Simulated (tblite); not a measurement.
A tight-binding relaxation on `C=Cc1c[p-]c([SiH3])c1`.

Computed with GFN2-xTB geometry optimisation, gas phase (tblite 0.8.0). Start geometry: from a force field or distance geometry. A driver script takes a list of jobs; this job's settings line and coordinates (Å) are shown.

Command:
```bash
OMP_NUM_THREADS=1 python probes_run.py task.json out
```

Input:
```
{"job": {"kind": "relax", "xc": "GFN2-xTB", "basis": "xTB"}, "charge": -1, "multiplicity": 1}
C     -2.680000     0.988700    -0.854700
C     -2.329100     0.070300     0.033000
C     -0.960700    -0.426900     0.259100
C     -0.783700    -1.559800     0.945600
P      1.059400    -1.859200     1.067800
C      1.464600    -0.290400     0.114400
Si     3.151000     0.236300    -0.227000
C      0.281100     0.269600    -0.169900
H     -3.724600     1.285400    -0.939800
H     -1.989600     1.466800    -1.523100
H     -3.105600    -0.375200     0.664300
H     -1.526000    -2.229600     1.385200
H      3.881000    -0.766300    -1.029400
H      3.149700     1.506500    -0.993400
H      3.913500     0.485700     1.028700
H      0.191500     1.207200    -0.695000
```

Output:
```
step      E/eV     max force
  0    -579.66383    4.129
  1    -580.13515    1.993
  2    -580.25962    1.247
  3    -580.31218    0.892
  4    -580.36540    0.527
  5    -580.37492    0.302
  6    -580.38207    0.222
  7    -580.38706    0.158
  8    -580.38894    0.118
  9    -580.39033    0.119
... (29 lines left out)
 39    -580.41340    0.071
 40    -580.41403    0.072
 41    -580.41448    0.058
 42    -580.41482    0.055
 43    -580.41507    0.039
 44    -580.41522    0.020
 45    -580.41528    0.029
 46    -580.41532    0.018
 47    -580.41534    0.011
 48    -580.41536    0.008
```

«max force» is the largest atomic force in eV/Å.

From which step on does the largest force stay under 0.1 eV/Å, and how much energy is left to gain from there?

From step 21 (0.083 eV/Å), 14.0 meV above the end.

In short: energy lowered by 17.3 kcal/mol over 48 steps; largest atomic force 0.008 eV/Å at the end.

Give the final coordinates.

0.163 Å rms from the input after alignment:
```
atom  x, y, z in Å
C1    -2.6926    1.0644   -0.8012
C2    -2.3021    0.0227   -0.0590
C3    -0.9578   -0.3914    0.2195
C4    -0.6656   -1.5105    1.0100
P5     1.0234   -1.8069    1.2096
C6     1.3855   -0.3844    0.2018
Si7    3.0933    0.1950   -0.2085
C8     0.2226    0.2282   -0.2271
H9    -3.7368    1.2977   -0.9507
H10   -1.9870    1.7196   -1.2844
H11   -3.0730   -0.5955    0.3978
H12   -1.4229   -2.1395    1.4611
H13    3.8906   -0.7413   -1.0300
H14    3.0383    1.4510   -0.9859
H15    3.9431    0.4883    0.9641
H16    0.2334    1.1116   -0.8516
```

Time: 0.38 s. Hardware: Arm Neoverse V1, one thread, no GPU (shared host).
Labels such as C1 count atoms from 1, the log's own numbers from 0.
